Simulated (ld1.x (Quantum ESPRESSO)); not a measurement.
## Which change was made? (Co, ultrasoft)

ld1.x (Quantum ESPRESSO) 7.5 input, shortened:

```
&input
   title='Co', zed=27., rel=1, dft='PZ', iswitch=3,
   config='[Ar] 3d7 4s2 4p0'
 /
 &inputp
   pseudotype=3, tm=.true., lloc=-1, rcloc=2.15,
   nlcc=.true., rcore=0.75,
   which_augfun='PSQ', rmatch_augfun=1.10
 /
6
4S  1  0   2.00   0.00  1.80  2.45  0.0
4S  1  0   0.00   1.30  1.80  2.45  0.0
4P  2  1   0.00   0.00  3.10  3.55  0.0
4P  2  1   0.00   2.05  3.10  3.55  0.0
3D  3  2   7.00   0.00  1.45  1.55  0.0
3D  3  2   0.00   2.10  1.45  1.55  0.0
 &test
   configts(1)='3d7 4s2 4p0'
 /
```

Cutoffs, loose and tight: the cutoffs (Ry, on a coarse ladder) from which the occupation-weighted sum of valence levels, in a spherical-Bessel basis at the reference potential, stays within 10 and 1 mRy of its value at 400 Ry. They do not see the model core or the augmentation charge, which bear on the density cutoff. Test errors are all-electron minus pseudo excitation energies from the reference, over the configurations 3d7 4s1 4p0; 3d7 4s0 4p0; 3d6 4s0 4p0; 3d7.5 4s1.5 4p0; 3d8 4s1 4p0; 3d6 4s2 4p1; 3d7 4s0 4p2 (two spin-polarised tests are not counted in the largest error); variants that change the core or the reference have their own tests. The largest error is taken over the tests solved by every variant that gives reliable tests at all, those not shown here included: 3d6 4s0 4p0; 3d7 4s0 4p0; 3d7 4s1 4p0; 3d7.5 4s1.5 4p0.

The base gives: outcome: generated; cutoff, loose: 45 Ry; cutoff, tight: 80 Ry; bound ghosts: none; largest test error (meV): -215.

(1) After one change the result is: outcome: generated; cutoff, loose: 60 Ry; cutoff, tight: 100 Ry; bound ghosts: s; largest test error (meV): -18. Which change was it?
A. type PAW; local potential all-electron potential smoothed inside 1.40 bohr (lloc = -1); augmentation PSQ, radius 1.15 bohr
B. waves 4p (bound): rcut 3.10, rcutus 3.88 bohr; 4p channel at 2.05 Ry: rcut 3.10, rcutus 3.88 bohr
C. core [Ne] 3s2, valence charge 15; reference 3p6 3d7 4s2 4p0; waves now 4s (bound): rcut 2.10, rcutus 2.65 bohr; 4s channel at 1.3 Ry: rcut 2.10, rcutus 2.65 bohr; 3p (bound): rcut 1.15, rcutus 1.20 bohr; 4p (bound): rcut 1.15, rcutus 1.20 bohr; 3d (bound): rcut 1.70, rcutus 1.80 bohr; 3d channel at 2.1 Ry: rcut 1.70, rcutus 1.80 bohr; local potential all-electron potential smoothed inside 1.20 bohr (lloc = -1); core correction none
D. all radii but the core radius scaled by about 1.18 (s 2.90, p 4.20, d 1.84 bohr, rcut 2.14/3.68/1.72); local potential all-electron potential smoothed inside 2.54 bohr (lloc = -1); augmentation PSQ, radius 1.30 bohr

Results:

(1) C. The others give: type PAW; local potential all-electron potential smoothed inside 1.40 bohr (lloc = -1); augmentation PSQ, radius 1.15 bohr → outcome: generated; cutoff, loose: 45 Ry; cutoff, tight: 80 Ry; bound ghosts: s; largest test error (meV): -246 | waves 4p (bound): rcut 3.10, rcutus 3.88 bohr; 4p channel at 2.05 Ry: rcut 3.10, rcutus 3.88 bohr → outcome: generated; cutoff, loose: 45 Ry; cutoff, tight: 80 Ry; bound ghosts: none; largest test error (meV): -215 | all radii but the core radius scaled by about 1.18 (s 2.90, p 4.20, d 1.84 bohr, rcut 2.14/3.68/1.72); local potential all-electron potential smoothed inside 2.54 bohr (lloc = -1); augmentation PSQ, radius 1.30 bohr → outcome: generated; cutoff, loose: 35 Ry; cutoff, tight: 50 Ry; bound ghosts: none; largest test error (meV): -262.
